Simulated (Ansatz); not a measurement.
H₆AlN₃, SMILES `[NH2][Al]([NH2])[NH2]` with one electron removed (charge 1, multiplicity 2), Ansatz (a first-principles code) with frozen-core CCSD(T)/cc-pVTZ // PBE-D3(BJ)/def2-TZVP. The calculation was stopped at its time limit.

Ansatz 0.2 input:
```yaml
crystal:
  periodic: [false, false, false]
  atoms:
    - { symbol: N, position_ang: [1.774091, -0.164356, -0.068284] }
    - { symbol: Al, position_ang: [0.000033, 0.000129, 0.000943] }
    - { symbol: N, position_ang: [-1.022307, -1.446911, 0.201046] }
    - { symbol: N, position_ang: [-0.751771, 1.611411, -0.131894] }
    - { symbol: H, position_ang: [2.29305, -0.985999, 0.221964] }
    - { symbol: H, position_ang: [2.410675, 0.549784, -0.404777] }
    - { symbol: H, position_ang: [-0.712377, -2.401485, 0.055234] }
    - { symbol: H, position_ang: [-1.998208, -1.434964, 0.476837] }
    - { symbol: H, position_ang: [-1.731346, 1.780262, -0.332925] }
    - { symbol: H, position_ang: [-0.261842, 2.492129, -0.018145] }
basis:
  gaussian: { orbitals: cc-pVTZ }
correlation:
  method: ccsd_t
total_charge: 1
magnetization:
  spin_polarized: true
  initial_magnetization: 1
```

The last lines of the output:

```
mean field evaluation 128: about -11118.7046 eV, gradient 1.3e1 eV
mean field evaluation 160: about -11115.4998 eV, gradient 8.8e-2 eV
mean field evaluation 192: about -11119.0228 eV, gradient 4.7e-1 eV
mean field evaluation 224: about -11119.2602 eV, gradient 2.4e0 eV
mean field evaluation 256: about -11114.6147 eV, gradient 8.2e0 eV
mean field evaluation 288: about -11119.8177 eV, gradient 3.6e-2 eV
mean field evaluation 320: about -11115.5822 eV, gradient 2.4e-1 eV
mean field evaluation 352: about -11119.8036 eV, gradient 9.4e-2 eV
mean field -11120.33613551 eV, -408.6648153455 hartree, gradient 1.9e-6 eV, S^2 0.759500; 15 other end points of the search recorded, 0 dependent functions left out
determinant -11120.33613551 eV, -408.6648153455 hartree, with singles and doubles -11139.80046817 eV, -409.3801163772 hartree
determinant -11120.33610711 eV, -408.6648143018 hartree, with singles and doubles -11139.79985346 eV, -409.3800937871 hartree
determinant -11120.33601334 eV, -408.6648108558 hartree, with singles and doubles -11139.80038145 eV, -409.3801131905 hartree
determinant -11119.81776786 eV, -408.6457656856 hartree, with singles and doubles -11139.80228890 eV, -409.3801832880 hartree
determinant -11119.81773015 eV, -408.6457642998 hartree, with singles and doubles -11139.63394312 eV, -409.3739966945 hartree
determinant -11118.13140375 eV, -408.5837929477 hartree, with singles and doubles -11138.55657377 eV, -409.3344041014 hartree
determinant -11120.33613551 eV, -408.6648153455 hartree, with singles and doubles -11139.62232622 eV, -409.3735697814 hartree
determinant -11120.33610711 eV, -408.6648143018 hartree, with singles and doubles -11139.62230593 eV, -409.3735690359 hartree
determinant -11120.33601334 eV, -408.6648108558 hartree, with singles and doubles -11139.62224099 eV, -409.3735666493 hartree
determinant -11119.81776786 eV, -408.6457656856 hartree, with singles and doubles -11139.63396509 eV, -409.3739975020 hartree
determinant -11120.33613551 eV, -408.6648153455 hartree, with singles and doubles -11139.66930371 eV, -409.3752961721 hartree
determinant -11120.33610711 eV, -408.6648143018 hartree, with singles and doubles -11139.66928922 eV, -409.3752956398 hartree
determinant -11120.33601334 eV, -408.6648108558 hartree, with singles and doubles -11139.66924993 eV, -409.3752941959 hartree
determinant -11119.81776786 eV, -408.6457656856 hartree, with singles and doubles -11139.63553287 eV, -409.3740551167 hartree
```
